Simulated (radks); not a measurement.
Values are calculated unless marked as measured or tabulated.
Task: Mean orbital radii <r> (bohr) of neutral europium, [Xe] 4f7 6s2, of relativity; Dirac values are averaged over j with weights 2j + 1. Spin-unpolarised spherical Kohn-Sham, PBEsol, point nucleus unless stated (finite: rms radius 5.1115 fm), a radial shooting solver on a logarithmic mesh with Libxc functionals. A level marked "c x" has the speed of light scaled by that factor and shares open shells by 2j + 1; other Dirac levels either fill j = l - 1/2 first or share by 2j + 1.

| shell | non-rel. |
|---|---|
| 2s | 0.1026 |
| 2p | 0.08707 |
| 3s | 0.2656 |
| 3p | 0.2553 |
| 3d | 0.2269 |
| 4s | 0.6006 |
| 4p | 0.6156 |
| 4d | 0.6546 |
| 5s | 1.474 |
| 5p | 1.673 |
| 4f | 0.9126 |
| 6s | 4.507 |

Give the values at the level "Dirac, 2j+1 shares".

Result: 
shell  Dirac, 2j+1 shares  change of magnitude (%)
2s                0.09461                    -7.83
2p                0.08357                    -4.02
3s                 0.2493                    -6.15
3p                 0.2475                    -3.07
3d                 0.2260                    -0.40
4s                 0.5661                    -5.75
4p                 0.5988                    -2.73
4d                 0.6546                    0.00
5s                  1.381                    -6.31
5p                  1.629                    -2.60
4f                 0.9789                    +7.26
6s                  4.247                    -5.76
